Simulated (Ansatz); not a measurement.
CrOF3, SMILES [F][Cr]([F])(=[O])[F] (connectivity only; charge and spin as stated), neutral, multiplicity 2. Atoms are numbered in the order given.

```xyz
5

Cr    -0.0725     0.0413     0.0000
O     -1.5854     0.0572     0.0000
F      0.7745     1.4996     0.0000
F      0.4364    -0.9026    -1.3093
F      0.4364    -0.9026     1.3093
```
Charge 0, spin multiplicity 2.

Coordinates come from a PBE0-D3(BJ)/def2-SVP optimisation. The spin state was assumed, not searched.

Two levels are set side by side: PBE-D3(BJ)/def2-SVP (Ansatz, an electronic-structure program) and PBE0-D3(BJ)/def2-SVP (Ansatz). Each level has its own optimised geometry; the coordinates shown are those of the second. Differences are taken from unrounded values.

```json
[
 {"quantity": "mean bond length (Å)", "PBE0-D3(BJ)": "1.646"},
 {"quantity": "bond Cr1–O2 (Å)", "PBE0-D3(BJ)": "1.513"},
 {"quantity": "bond Cr1–F3 (Å)", "PBE0-D3(BJ)": "1.686"},
 {"quantity": "bond Cr1–F4 (Å)", "PBE0-D3(BJ)": "1.692"},
 {"quantity": "bond Cr1–F5 (Å)", "PBE0-D3(BJ)": "1.692"}
]
```

Problem. What does PBE-D3(BJ) give, and how far is it from PBE0-D3(BJ)? (The exact figures need the calculation; the answer reports its results.)

Solution. 
| quantity | PBE-D3(BJ) | PBE-D3(BJ) minus PBE0-D3(BJ) |
|---|---|---|
| mean bond length (Å) | 1.670 | 0.024 |
| bond Cr1–O2 (Å) | 1.545 | 0.032 |
| bond Cr1–F3 (Å) | 1.708 | 0.022 |
| bond Cr1–F4 (Å) | 1.714 | 0.022 |
| bond Cr1–F5 (Å) | 1.714 | 0.022 |

GGA bonds tend to be longer and softer than those of functionals with exact exchange. Differences between two approximate levels are no errors against the true value.
